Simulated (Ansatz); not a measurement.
One change: `F/C(I)=C\I` becomes `F/C=C(/F)I`.

Ansatz, PBE0-D4/def2-TZVP geometries, multiplicity 1. 

Elements past krypton have def2 core potentials.

```tsv
property	`F/C(I)=C\I`
HOMO–LUMO gap (B3LYP/def2-TZVPP) / eV	4.85
HOMO–LUMO gap (PBE/def2-TZVPP) / eV	3.34
size of the dipole moment (PBE/def2-TZVPP) / D	1.05
HOMO energy (ωB97M-V/def2-TZVPP) / eV	-9.03
LUMO energy (PBE/def2-TZVPP) / eV	-2.56
HOMO energy (B3LYP/def2-TZVPP) / eV	-6.76
```

Question: Give the same properties after the change, and the shifts. (An estimate is asked.)

Answer: Computed: 
```
                                      property  `F/C=C(/F)I`  shift
         HOMO–LUMO gap (B3LYP/def2-TZVPP) / eV          5.64   0.79
           HOMO–LUMO gap (PBE/def2-TZVPP) / eV          4.02   0.68
size of the dipole moment (PBE/def2-TZVPP) / D          0.50  -0.55
         HOMO energy (ωB97M-V/def2-TZVPP) / eV         -9.34  -0.31
             LUMO energy (PBE/def2-TZVPP) / eV         -1.99   0.57
           HOMO energy (B3LYP/def2-TZVPP) / eV         -7.00  -0.24
```

With PBE0 the HOMO falls by 0.22 eV and the LUMO rises by 0.61 eV, so the gap widens by about 0.83 eV. PBE moves the HOMO by -0.11 eV and ωB97M-V by -0.31 eV. Dipoles are sizes alone; their direction can turn.

B3LYP here is the variant with VWN-RPA as its local correlation; programs differ in this.

Spin–orbit coupling is left out; it splits and shifts lone-pair levels of the heavy atoms by tenths of an eV.
